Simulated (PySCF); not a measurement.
## Electric field gradients and quadrupole coupling constants

Species: C7H11N.
Cartesian coordinates in Å at the GFN2-xTB level; atoms count from 1:
```xyz
19
C7H11N angstrom
N     -3.1620    1.8216    0.5142
C     -2.7160    0.7848    0.3319
C     -2.1456   -0.5149    0.0866
C     -0.9411   -0.4204   -0.8608
C      0.2009    0.3689   -0.2385
C      1.5054    0.4419   -1.0526
C      2.2956    0.0301    0.1982
C      0.9759   -0.3107    0.9069
H     -1.8349   -0.9421    1.0443
H     -2.9222   -1.1528   -0.3455
H     -0.6019   -1.4319   -1.0979
H     -1.2483    0.0608   -1.7930
H     -0.1571    1.3606    0.0464
H      1.7488    1.4143   -1.4737
H      1.5442   -0.3041   -1.8444
H      2.9912   -0.7963    0.0690
H      2.8216    0.8628    0.6595
H      0.8413    0.1202    1.8970
H      0.7942   -1.3835    0.9600
```

Field gradients from the PBE0/pcSseg-1 density (PySCF, non-relativistic), principal values in atomic units, ordered |Vxx| ≤ |Vyy| ≤ |Vzz|:

```json
{"atom": "N1", "Vxx": "0.4702", "Vyy": "0.4925", "Vzz": "-0.9627"}
```

Problem. Find the asymmetry η = (Vxx − Vyy)/Vzz and the couplings χ = eQV/h (234.96 MHz × Q in barn × V in au), with Q(14N) = 0.02044 b.

Solution. 
```
atom       environment  nucleus     η  χzz (MHz)  χxx (MHz)  χyy (MHz)
  N1  nitrile nitrogen      14N  0.02     -4.623      2.258      2.365
```

The gradient is axial or nearly so (η below 0.05) at N1. 

Problem. What is Vzz at N1 in SI units (1 au = 9.71736 × 10²¹ V/m²)?

Solution. -0.9627 au = -9.355 × 10²¹ V/m².

Were the hydrogens deuterons (Q(2H) = 0.00286 b), χzz would run from 199 kHz (H9 and H10) to 212 kHz (H14 and H16).

Geometry: GFN2-xTB, one conformer, isolated molecule. GFN2-xTB bond lengths can be off by several hundredths of an ångström, more for odd bonds, and the gradients follow them. With a basis this small, the couplings can be 20 % off.

These values come from a run that also computed NMR shieldings. Time: 66 s wall, 52 s CPU. Hardware: one thread of an Arm Neoverse N1, no GPU, on a shared host.
